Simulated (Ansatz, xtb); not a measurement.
**Ranking isomers of C2H11O2PSi2**

4 gas-phase structures of C2H11O2PSi2, from a drawn sample of its isomers (lower ones may exist). Each was relaxed with GFN2-xTB; where two conformers were screened, the lower at r2SCAN-D4/def2-SVP is listed:

A. `CCO[SiH2]O[SiH2]P`, a singlet
B. `CO[Si@H](P)O[SiH2]C`, a singlet
C. `CCO[Si@H](P)O[SiH3]`, a singlet
D. `CO[Si@H](C)O[SiH2]P`, a singlet

Q: Make a reasoned guess at their ranking by r2SCAN-D4/def2-SVP single-point energy.

A: Calculated order at r2SCAN-D4/def2-SVP: D (0.0), B (5.5), C (36.0), A (39.7) kJ/mol. Less than 1 kcal/mol parts C and A, so the order within that pair means little.

Energies above the lowest of each column, in kJ/mol; the last columns are at B3LYP-D3(BJ)/def2-SVP geometries:

```csv
structure,GFN2-xTB,HF/STO-3G,r2SCAN-D4/def2-SVP,B3LYP-D3(BJ)/def2-SVP,CCSD(T)/def2-SVP + ΔMP2/def2-TZVPP
D,40.2,0.6,0.0,0.0,0.0
B,40.2,0.0,5.5,3.0,3.2
C,5.9,43.1,36.0,31.9,37.7
A,0.0,50.6,39.7,32.3,36.4
```

CCSD(T)/def2-SVP + ΔMP2/def2-TZVPP puts D lowest, with B within 1 kcal/mol; GFN2-xTB picks A. CCSD(T)/def2-SVP + ΔMP2/def2-TZVPP orders those it was run on as D (0.0), B (3.2), A (36.4), C (37.7) kJ/mol. Less than 1 kcal/mol parts D and B; A and C, so the order within those pairs means little. Flexible structures stand in one conformer each, not always the lowest. ΔMP2 is the change of the MP2 energy from the smaller to the larger basis.

Over these structures GFN2-xTB departs from r2SCAN-D4/def2-SVP by 36.2 kJ/mol on average once a common shift is removed. A GFN2-xTB relaxation took about 0.69 s and the r2SCAN-D4/def2-SVP energy about 2.8 s on a shared host (Ansatz 0.2.0, xtb 6.7.1).
